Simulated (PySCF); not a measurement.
Compound: ZrH2(OMe)2, C₂H₈O₂Zr (singlet state).
Bonds: Zr1–O4, Zr1–O9, O4–C5, O9–C10. Hydrogens: H2, H3 on Zr1; H6, H7, H8 on C5; H11, H12, H13 on C10.

Method: PySCF, PBE0-D3(BJ)/def2-SVP geometry optimisation, gas phase, def2 core potentials past Kr.

**Question.** What internal coordinates does the optimisation give?

**Answer.** 
```tsv
bond	length (pm)
Zr1–H2, Zr1–H3	187.2
Zr1–O4, Zr1–O9	190.4
O4–C5, O9–C10	138.7
C5–H6 and 5 like bonds	110.3
```

Bonds in one row agree within 1 pm and their mean is given. A selection of angles:
```tsv
angle	degrees
H2–Zr1–H3	112.1
H2–Zr1–O4	107.3
O4–Zr1–O9	115.5
Zr1–O4–C5	170.3
O4–C5–H6	110.6
H6–C5–H7	108.1
```

The 5 heavy atoms lie in one plane (0.005 Å rms). Zr1 (zirconium bonded to 2 O and 2 H) is distorted tetrahedral (angles from 107.3° to 115.5°).

Point group: near C2v, missed by 0.17 Å at most; the miss may be what the optimiser left on a soft mode (Cs holds within 0.08 Å). Stationary, but not proved a minimum.

On AMD EPYC, one thread (shared host), this took 6.0 min and 0.52 GiB of memory at its peak. This is the geometry optimisation.
